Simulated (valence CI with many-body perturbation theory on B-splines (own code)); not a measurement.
# Pb75+: calculated level list

Calculated by configuration interaction combined with many-body perturbation theory (CI+MBPT): five valence electrons over a frozen Dirac-Fock core [He], radial functions for each j: 11 s, 11 p, 10 d, 8 f, 5 g, 2 h, with the one-electron correlation potential Σ1, the two-electron term Σ2, the three-electron term Σ3, Breit, model QED; selected CI, second order for the rest, scaled by the run's own slope (own B-spline code, finite nucleus).

The last digits are not significant, and no measured levels were compared; by estimate large intervals hold to a few tenths of a per cent, small ones and those within an open d or f shell to about a per cent. Among the levels kept, up to 7700 cm⁻¹ of a level comes from second order outside the variational space, and about a tenth of that is noise between levels of different J, which matters for small intervals.

Levels 181 to 202 of 202, with energies above the lowest level, (2s^2 2p1/2^2 2p3/2) J=3/2. "Leading %" is the weight of the configuration and term that name the level; weights of strongly mixed levels are sums over their largest components and can fall short, so below about 35 % the name and the second component can differ from the true leading terms, or belong to a minority configuration. In the jj column 3d3/2^4 stands for four electrons in 3d with j = 3/2.

```
No.  Configuration  Term    J  E (× 10³ cm⁻¹)  Leading %      g                      Leading jj
181      2s 2p3 3d   4D°  5/2          135640         43  1.286   2s 2p1/2 2p3/2^2 3d5/2 (91 %)
182      2s 2p3 3d   4D°  3/2          135680         45  1.194   2s 2p1/2 2p3/2^2 3d5/2 (94 %)
183      2s 2p3 3d   2S°  1/2          135920         49  1.439   2s 2p1/2 2p3/2^2 3d5/2 (89 %)
184      2s 2p3 3d   2F°  7/2          135930         52  1.173   2s 2p1/2 2p3/2^2 3d5/2 (98 %)
185      2s 2p3 3d   2P°  3/2          135980         56  1.335   2s 2p1/2 2p3/2^2 3d5/2 (97 %)
186      2s 2p3 3d   2D°  5/2          136040         53  1.194   2s 2p1/2 2p3/2^2 3d5/2 (98 %)
187      2s 2p3 3d   4P°  5/2          136380         31  1.285   2s 2p1/2 2p3/2^2 3d5/2 (99 %)
188      2s 2p3 3d   4D°  7/2          136490         53  1.227   2s 2p1/2 2p3/2^2 3d5/2 (98 %)
189      2s 2p3 3d   4D°  5/2          136550         38  1.259   2s 2p1/2 2p3/2^2 3d5/2 (99 %)
190      2s 2p3 3d   2G°  9/2          136580         81  1.111  2s 2p1/2 2p3/2^2 3d5/2 (100 %)
191      2s 2p3 3d   2F°  7/2          136620         57  1.141  2s 2p1/2 2p3/2^2 3d5/2 (100 %)
192      2s 2p3 3d   2F°  7/2          136670         48  1.189  2s 2p1/2 2p3/2^2 3d5/2 (100 %)
193      2s 2p3 3d   2D°  3/2          136710         50  0.992   2s 2p1/2 2p3/2^2 3d5/2 (99 %)
194      2s 2p3 3d   2F°  5/2          136740         39  1.095  2s 2p1/2 2p3/2^2 3d5/2 (100 %)
195      2s 2p3 3d   2P°  3/2          136760         37  1.154   2s 2p1/2 2p3/2^2 3d5/2 (98 %)
196      2s 2p3 3d   2S°  1/2          136760         47  1.308   2s 2p1/2 2p3/2^2 3d5/2 (99 %)
197      2s 2p3 3d   2P°  3/2          136860         37  1.223   2s 2p1/2 2p3/2^2 3d5/2 (99 %)
198      2s 2p3 3d   2D°  5/2          136870         44  1.055   2s 2p1/2 2p3/2^2 3d5/2 (99 %)
199         2p4 3p   4D°  7/2          137450         66  1.301    2p1/2^2 2p3/2^2 3p3/2 (97 %)
200         2p4 3p   2D°  5/2          137450         50  1.299    2p1/2^2 2p3/2^2 3p3/2 (98 %)
201         2p4 3p   2P°  1/2          137460         50  1.263    2p1/2^2 2p3/2^2 3p3/2 (98 %)
202         2p4 3p   2P°  3/2          137920         47  1.298    2p1/2^2 2p3/2^2 3p3/2 (98 %)
```
